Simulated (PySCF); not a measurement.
Spectrum to structure. Method used: TDDFT B3LYP/def2-SVPD, vertical, gas phase, core orbitals frozen in the response (PySCF). Geometries: PBE0-D3(BJ)/def2-SVP, one conformer each.

```tsv
state	E (eV)	f
S1	6.76	0.0001
S2	7.05	0.024
S3	7.67	0.0080
S4	7.89	0.052
S5	8.11	0.154
S6	8.16	0.0059
S7	8.18	0.029
S8	8.25	0.0033
S9	8.32	0.0078
S10	8.50	0.011
```

Triplets computed (Tamm–Dancoff): 6.33, 6.95, 6.96, 7.60 eV.

Question: Which structure fits?
A. `C=CC(=O)C(C)C`
B. `C[O+](C)[BH2-]C1CCC1`
C. `CB(C)OC(C)C`

Answer: C. Its S1, at 6.76 eV, is the highest among the candidates; the nearest of the others has S1 at 6.34 eV. S1 is HOMO→LUMO+1 (96%). Löwdin shares by element: HOMO carbon 34% or more, oxygen 28%, boron 18% (atoms not listed hold the other 21%); LUMO boron 32%, carbon 21% or more (atoms not listed hold the other 47%). At the same level the other candidates give, for their lowest levels:
- `C[O+](C)[BH2-]C1CCC1`: 6.34 eV (f 0.014); 6.56 eV (f 0.008); 6.83 eV (f 0.001); 7.06 eV (f 0.002); 7.07 eV (f 0.004); T1 6.28 eV; HOMO -6.96, LUMO 0.06 eV
- `C=CC(=O)C(C)C`: 3.58 eV (f 0.000); 5.85 eV (f 0.265); 6.49 eV (f 0.002); 6.57 eV (f 0.008); 6.71 eV (f 0.022); T1 3.15 eV; HOMO -7.04, LUMO -1.94 eV

Without π bonds the low states are Rydberg-like; a valence basis with one diffuse set may place them up to an eV too high.
